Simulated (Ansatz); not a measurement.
`CO[SiH2]BO` and `CO[SiH2]S` differ in one atom or group.

Ansatz, PBE0-D4/def2-TZVP geometries, multiplicity 1. Each molecule was computed in one conformer, which needn't be the lowest.

```
                                        property  `CO[SiH2]BO`
           LUMO energy (ωB97M-V/def2-TZVPP) / eV          0.99
              LUMO energy (PBE0/def2-TZVPP) / eV         -0.98
             HOMO energy (B3LYP/def2-TZVPP) / eV         -7.56
             LUMO energy (B3LYP/def2-TZVPP) / eV         -1.18
            HOMO–LUMO gap (PBE0/def2-TZVPP) / eV          6.76
size of the dipole moment (B3LYP/def2-TZVPP) / D          2.09
```

**Question.** What does the change do to each property? (Estimate.)

**Answer.** The calculation gave: 
```tsv
property	`CO[SiH2]S`	shift
LUMO energy (ωB97M-V/def2-TZVPP) / eV	2.14	1.15
LUMO energy (PBE0/def2-TZVPP) / eV	0.40	1.38
HOMO energy (B3LYP/def2-TZVPP) / eV	-7.37	0.19
LUMO energy (B3LYP/def2-TZVPP) / eV	0.11	1.29
HOMO–LUMO gap (PBE0/def2-TZVPP) / eV	8.04	1.28
size of the dipole moment (B3LYP/def2-TZVPP) / D	1.91	-0.18
```

With PBE0 the HOMO rises by 0.11 eV and the LUMO rises by 1.38 eV, so the gap widens by about 1.27 eV. PBE moves the HOMO by 0.06 eV and ωB97M-V by 0.08 eV. Dipoles are sizes alone; their direction can turn.

B3LYP here is the variant with VWN-RPA as its local correlation; programs differ in this.
